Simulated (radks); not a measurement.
Spherical quantum dot in the effective-mass picture: electrons in a parabolic well V = omega^2 r^2 / 2 with omega = 0.118, with a point charge +1 (a donor) at the centre, all in effective atomic units (hartree* = m*/eps^2 hartree, bohr* = eps/m* bohr), one dielectric constant everywhere. Calculated with a radial shooting solver with Libxc functionals: non-relativistic Kohn-Sham, PBEsol, spin-polarised, spherical densities. Levels are named by radial order and angular momentum (1s, 1p, 1d, 2s, ...), and open shells are averaged over m. Each electron was tried in the lowest free levels, single moves between levels near the top were tried too, and the lowest total energy was kept; such a search can miss a lower state. At N = 1 the Hartree and exchange-correlation terms need not cancel, so that row can carry a self-interaction error.

\begin{tabular}{lrrrrrr}
N & open shells & 2S & mu = E(N) - E(N-1) (hartree*) & addition energy mu(N+1) - mu(N) (hartree*) & e(HOMO) (hartree*) & rms radius (bohr*) \\ \hline
1 & 1s(up 1, down 0) & 1 & -0.46756 & 0.5173 & -0.23908 & 1.687 \\
2 & none & 0 & 0.049782 & 0.4310 & 0.18818 & 2.325 \\
3 & 1p(up 1, down 0) & 1 & 0.48083 & 0.1424 & 0.55006 & 3.553 \\
4 & 1p(up 2, down 0) & 2 & 0.62318 & 0.1435 & 0.69586 & 4.226 \\
5 & 1p(up 3, down 0) & 3 & 0.76669 & 0.1514 & 0.83642 & 4.722 \\
6 & 1p(up 3, down 0) 2s(up 1, down 0) & 4 & 0.91810 & 0.1526 & 0.98179 & 5.186 \\
7 & 1p(up 3, down 1) 2s(up 1, down 0) & 3 & 1.0707 & 0.1133 & 1.1267 & 5.546 \\
8 & 1p(up 3, down 2) 2s(up 1, down 0) & 2 & 1.1840 & 0.1143 & 1.2414 & 5.859 \\
9 & 2s(up 1, down 0) & 1 & 1.2984 & 0.1243 & 1.3550 & 6.140 \\
10 & none & 0 & 1.4226 & 0.1444 & 1.4794 & 6.420 \\
11 & 1d(up 1, down 0) & 1 & 1.5671 & 0.1021 & 1.6184 & 6.685 \\
12 & 1d(up 2, down 0) & 2 & 1.6691 & 0.1004 & 1.7196 & 6.926 \\
13 & 1d(up 3, down 0) & 3 & 1.7695 & 0.09864 & 1.8191 & 7.148 \\
14 & 1d(up 4, down 0) & 4 & 1.8682 & 0.09689 & 1.9169 & 7.356 \\
15 & 1d(up 5, down 0) & 5 & 1.9651 & 0.1144 & 2.0129 & 7.550 \\
16 & 1d(up 5, down 1) & 4 & 2.0795 & 0.09098 & 2.1251 & 7.739 \\
17 & 1d(up 5, down 2) & 3 & 2.1705 & 0.09004 & 2.2157 & 7.917 \\
18 & 1d(up 5, down 3) & 2 & 2.2605 & 0.08897 & 2.3052 & 8.086 \\
19 & 1d(up 5, down 4) & 1 & 2.3495 & 0.08785 & 2.3936 & 8.248 \\
20 & none & 0 & 2.4373 & 0.1273 & 2.4809 & 8.403 \\
21 & 1f(up 1, down 0) & 1 & 2.5646 & 0.08336 & 2.6064 & 8.563 \\
22 & 1f(up 2, down 0) & 2 & 2.6480 & 0.08252 & 2.6894 & 8.716 \\
23 & 1f(up 3, down 0) & 3 & 2.7305 & 0.08167 & 2.7715 & 8.862 \\
24 & 1f(up 4, down 0) & 4 & 2.8121 & 0.08081 & 2.8527 & 9.003 \\
25 & 1f(up 5, down 0) & 5 & 2.8930 & 0.07997 & 2.9331 & 9.138 \\
26 & 1f(up 6, down 0) & 6 & 2.9729 & 0.07915 & 3.0126 & 9.269 \\
27 & 1f(up 7, down 0) & 7 & 3.0521 & 0.09494 & 3.0914 & 9.396 \\
28 & 1f(up 7, down 1) & 6 & 3.1470 & 0.07621 & 3.1852 & 9.522 \\
29 & 1f(up 7, down 2) & 5 & 3.2232 & 0.07567 & 3.2612 & 9.643 \\
30 & 1f(up 7, down 3) & 4 & 3.2989 & - & 3.3365 & 9.761 \\
\end{tabular}

All shells are closed at N = 2, 10, 20 (there: 1s2 1p6 1d10 2s2); the second difference of the energy has clear peaks (12 % above both neighbours; the first and last values, which can be the largest, are not judged, and half-filled shells can peak too) at N = 10, 15, 20, 27.
